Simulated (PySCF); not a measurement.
C4H3FN2.
Bonds: F1–C2, C2–C3 (aromatic), C3–N4 (aromatic), N4–C5 (aromatic), C5–C6 (aromatic), C6–N7 (aromatic), C2–N7 (aromatic). Hydrogens: H8 on C3; H9 on C5; H10 on C6.

Level: PBE0/pcSseg-1 in PySCF, non-relativistic, on one gas-phase PBE0-D3(BJ)/def2-SVP geometry that isn't relaxed in the solvent. The solvent is an IEF-PCM continuum (cavity from Bondi-type radii × 1.2). The model holds no explicit solvent molecules, cavitation or dispersion.

| run | E − E(gas) (kcal/mol) | HOMO (eV) | HOMO–LUMO gap (eV) | dipole (D) |
| --- | --- | --- | --- | --- |
| gas | 0.00 | -7.85 | 6.05 | 1.42 |
| P | -2.07 | -7.83 | 6.09 | 1.58 |
| Q | -4.36 | -7.84 | 6.13 | 1.74 |
| R | -3.79 | -7.84 | 6.12 | 1.70 |

The runs were made in chloroform, cyclohexane and tetrahydrofuran. Which run belongs to which solvent?

P = cyclohexane, Q = tetrahydrofuran, R = chloroform. The dielectric constants are 2.017 (cyclohexane), 4.711 (chloroform), 7.426 (tetrahydrofuran), and the energy falls further as ε rises. In this model the ground state sees the solvent through ε alone.

How constant is the ratio of the lowering to (ε − 1)/(2ε + 1)?

```csv
solvent,(ε − 1)/(2ε + 1),E − E(gas) (kcal/mol),ratio (kcal/mol),polarisation term (kcal/mol)
cyclohexane,0.202,-2.07,-10.2,-2.18
chloroform,0.356,-3.79,-10.6,-4.15
tetrahydrofuran,0.405,-4.36,-10.8,-4.85
```

The ratio changes by +5.1 % in size from cyclohexane to tetrahydrofuran. The polarisation term is half the interaction of the solute with the induced surface charges.

Cost: about 27 s of CPU time on one thread; the machine was shared, so the figure is rough. This is the whole shielding run at PBE0/pcSseg-1 in tetrahydrofuran, SCF included.
